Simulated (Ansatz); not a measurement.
Relaxation of a periodic cell of 21 atoms, H$_{14}$SO$_{6}$ (packed as 6 H2O + 1 SH2, density as packed 0.89 g/cm³ with natural masses), to a largest force component of 0.3 eV/Å in at most 15 steps.

These are results of DFT PBE-D3(BJ), scalar-relativistic, plane waves, PAW (Ansatz), not measurements. Settings: accuracy low, cutoff 420 eV, k mesh 1x1x1, fermi-dirac smearing 0.05 eV, no spin polarisation.

```xyz
21
Lattice="6.4151 0.0000 0.0000 0.0000 6.4151 0.0000 0.0000 0.0000 6.4151" Properties=species:S:1:pos:R:3
O 2.416 1.898 2.425
H 1.774 2.233 1.781
H 3.218 1.753 1.902
O 2.365 5.380 3.693
H 1.486 5.458 3.293
H 2.611 4.456 3.539
O 0.965 1.938 4.751
H 1.873 1.715 4.501
H 0.421 1.464 4.106
O 6.203 3.611 1.020
H 6.601 4.264 0.427
H 6.253 2.781 0.523
O 5.566 0.749 5.759
H 5.212 1.617 5.518
H 5.850 0.369 4.914
O 5.240 6.035 2.446
H 5.711 6.873 2.566
H 5.040 5.747 3.348
S 3.030 3.518 6.083
H 3.349 4.526 6.904
H 2.002 4.181 5.539
```

Where does it end, and by what steps?

The run converged. The threshold is loose, so the end isn't yet a minimum. Limits of this set-up: coarse k mesh, low accuracy level. After 14 steps the energy has fallen by 2.677 eV; H20 moved furthest, 1.47 Å.

```tsv
step	energy less start (eV)	largest force component (eV/Å)	accepted
0	0.0000	1.230	yes
1	-0.4621	0.967	yes
2	-0.7891	2.320	yes
3	-1.1846	2.120	yes
4	-1.4887	1.511	yes
5	-1.7789	1.273	yes
6	-2.0127	1.064	yes
7	-2.2044	0.620	yes
8	-2.3357	0.529	yes
9	-2.4497	0.591	yes
10	-2.5276	1.096	yes
11	-2.5987	0.663	yes
12	-2.6432	0.455	yes
13	-2.6615	0.302	yes
14	-2.6772	0.168	yes
```

```xyz
21
Lattice="6.4151 0.0000 0.0000 0.0000 6.4151 0.0000 0.0000 0.0000 6.4151" Properties=species:S:1:pos:R:3
O 2.101 2.508 2.742
H 1.437 2.634 1.988
H 2.865 2.046 2.362
O 2.140 5.207 3.559
H 1.240 5.496 3.302
H 2.215 4.311 3.159
O 0.427 2.098 4.852
H 1.096 2.116 4.118
H -0.365 2.524 4.474
O 6.603 3.035 1.087
H 6.363 3.957 1.363
H 6.834 3.029 0.136
O 5.391 0.351 6.396
H 4.742 1.067 6.519
H 6.078 0.789 5.834
O 5.926 5.425 2.222
H 5.761 6.045 1.453
H 5.072 5.349 2.679
S 3.833 3.576 5.725
H 4.524 4.700 6.041
H 2.903 4.304 5.026
```

Whether the end is a true minimum wasn't checked by a vibrational analysis.

The run took 19 s on 1 thread of Arm Neoverse V2, on a shared host, peak memory 0.34 GiB.
